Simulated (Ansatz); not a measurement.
This geometry of C₂H₉NSi₂ (14 atoms, charge 0, multiplicity 1) is a first-order saddle point.

All numbers below come from Ansatz, RKS B3LYP/def2-SVP.

```xyz
14
Properties=species:S:1:pos:R:3
C -2.258 -0.228 -1.102
Si -0.547 -0.965 -0.710
Si 0.472 0.002 1.164
C 1.741 1.336 0.842
N 2.231 0.016 1.299
H -3.030 -1.012 -1.085
H -2.548 0.553 -0.382
H -2.256 0.226 -2.106
H 0.400 -0.750 -1.848
H -0.659 -2.442 -0.506
H -0.245 -0.071 2.466
H 1.932 1.626 -0.203
H 1.913 2.161 1.547
H 2.840 -0.482 0.651
```

Task: Which two structures does it join? (They come from a converged band through this point; their orientation in space is the band's.)

Result: No bond is made or broken. The dihedral H7–C1–Si2–Si3 goes from -61 to 59°. The two ends are copies of one structure, up to a mirror image or an exchange of like atoms.

First end point:

```xyz
14
Properties=species:S:1:pos:R:3
C -2.333 -0.354 -0.865
Si -0.629 -1.071 -0.452
Si 0.561 0.221 1.098
C 1.834 1.406 0.414
N 2.326 0.191 1.102
H -2.847 -0.986 -1.607
H -2.968 -0.302 0.034
H -2.244 0.662 -1.281
H 0.223 -1.135 -1.680
H -0.785 -2.468 0.062
H -0.052 0.443 2.436
H 1.950 1.466 -0.679
H 2.081 2.352 0.916
H 2.869 -0.454 0.531
```

Last end point:

```xyz
14
Properties=species:S:1:pos:R:3
C -2.235 -0.218 -1.131
Si -0.536 -0.956 -0.735
Si 0.456 -0.012 1.166
C 1.727 1.328 0.884
N 2.214 0.003 1.328
H -2.943 -0.391 -0.304
H -2.166 0.868 -1.302
H -2.654 -0.684 -2.037
H 0.415 -0.714 -1.865
H -0.661 -2.437 -0.562
H -0.279 -0.111 2.457
H 1.932 1.634 -0.154
H 1.888 2.144 1.603
H 2.830 -0.484 0.679
```

Task: How far does it lie above each of them?

Result: 0.070 eV above the first and 0.070 eV above the second. This is the barrier of this one path; another mechanism may lie lower.

The run took 2.1 min on 2 threads of Arm Neoverse V1, on a shared host, peak memory 0.29 GiB.
